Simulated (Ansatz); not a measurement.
Isolated molecules relaxed with PBE0-D4/def2-TZVP in Ansatz; ΔE leaves out vibrations. CBS: MP2 limit from def2 TZ/QZ plus the TZ coupled-cluster correction, frozen cores. This one scheme is used for every species. DFT in def2-TZVPP. def2 core potentials past Kr. For I outer-core shells are correlated without core-valence functions, which leaves a few kJ/mol of doubt a bond.

Consider the hydrogenolysis of the Si–I bond: `I[Si](I)(I)I` + H₂ → `I[SiH](I)I` + HI.

`I[Si](I)(I)I`:

Z-matrix (Å, degrees):
```
Si
I 1 2.429
I 1 2.429 2 109.5
I 1 2.428 2 109.5 3 120.0
I 1 2.429 2 109.5 3 -120.0
```

H₂:

```xyz
2

H     0.314   -0.026    0.200
H    -0.314    0.026   -0.200
```

`I[SiH](I)I`:

Cartesian coordinates in Å:
```
I -1.170 1.396 1.532
Si -0.013 -0.149 0.062
I -1.025 -0.150 -2.143
I 2.343 0.410 -0.080
H -0.134 -1.507 0.629
```

HI:

Cartesian coordinates in Å:
```
I -0.722 0.064 0.350
H 0.722 -0.064 -0.350
```

(1) Is it downhill or uphill in electronic energy at CCSD(T)/CBS, and by how much? (Estimate.)

(2) What do these levels give: ωB97X-V, revPBE, MP2/def2-SVP, SCS-MP2/def2-TZVPP, HF/CBS(def2), CCSD/CBS(def2)? (Best estimate.)

Largest T1 diagnostic among the species: 0.008.

Results:

(1) Computed: Uphill: ΔE = +15.8 kcal/mol.

(2) Ansatz gave: ωB97X-V 12.4, revPBE 12.0, MP2/def2-SVP 12.4, SCS-MP2/def2-TZVPP 14.4, HF/CBS(def2) 4.9, CCSD/CBS(def2) 13.9 kcal/mol.

At CCSD(T), def2-SVP lies −7.5 kcal/mol from the extrapolated value and def2-TZVPP −3.8 kcal/mol. From BLYP to BHLYP (50 % exact exchange), in def2-TZVPP and without D4, ΔE moves by −1.1 kcal/mol.
